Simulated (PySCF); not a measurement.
## How methods differ on the interval between two levels of Hf³⁺

Hf³⁺ [Xe] 4f14 5d1 [2D5/2, M_J = 5/2] → Hf³⁺ [Xe] 4f14 6s1 [2S1/2, M_J = 1/2], as a difference of total energies. Calculation: PySCF 2.14, in x2c-TZVPall-2c with one added diffuse shell each of s, p, d type (12s12p11d2f, 117 functions); the two-component X2C-1e Hamiltonian. Correlated levels: [Kr] 4d10 4f14 frozen; the 34 highest virtual spinors dropped. "Screened" scales the spin-orbit matrix elements by Boettger's factors to mimic the two-electron term; Breit and QED terms are absent.

| method | interval between two levels (cm⁻¹) |
| --- | --- |
| GHF (screened spin-orbit) | 15193 |
| GMP2 (screened spin-orbit) | 11010 |
